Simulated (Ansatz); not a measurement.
# Energy profile

The step: GeH₄ + HBr → GeH₃Br ([GeH3][Br]) + H₂; bonds formed: Ge1–Br7, H2–H6; bonds broken: Ge1–H2, H6–Br7 (atoms numbered as in the saddle structure below).

Ge1  (-0.609, -0.200, 0.002)
H2  (1.119, -0.795, 0.182)
H3  (-1.009, 0.141, -1.426)
H4  (-1.140, 0.564, 1.206)
H5  (-0.839, -1.718, 0.235)
H6  (1.309, 0.048, 0.057)
Br7  (1.169, 1.960, -0.256)
(Å)

Electronic energies by CCSD(T) at an estimated basis limit (MP2 extrapolated from triple and quadruple zeta, plus CCSD(T) − MP2 in triple zeta), on PBE0-D4/def2-TZVP structures; GeH₅Br, singlet; no counterpoise correction. Program: Ansatz 0.2.0. Basis: def2-TZVPP and def2-QZVPP. Cores are frozen in the correlated methods. Filled d shells of the heavier atoms are correlated. The def2 sets are not built for correlating such inner shells, so the correlated values are less sure here. Extrapolation: Hartree–Fock as exp(−7.88 √X), correlation as X^−2.97.

Problem. Give the profile in kcal/mol, counted from the separated reactants. (To be estimated.)

Solution. By the calculation:
```tsv
point	kcal/mol
separated: GeH₄ (Ge1, H2, H3, H4, H5; singlet) + HBr (H6, Br7; singlet)	0.00
start structure	-1.08
saddle	40.15
end structure	-14.57
separated: GeH₃Br (linked as [GeH3][Br]; Ge1, H3, H4, H5, Br7; singlet) + H₂ (H2, H6; singlet)	-13.98
```

No T1 diagnostic of these runs exceeds 0.012.

For scale, one of the runs: CCSD(T)/def2-TZVPP, 166 basis functions, launched by `ansatz run in.yaml --threads 4 --pin off --events-out ev --progress --plain --max-ram 9574MiB`. The run took 40 s on 4 CPU threads of an Arm Neoverse V1 (shared host), with 1.4 GiB of host memory at its peak.
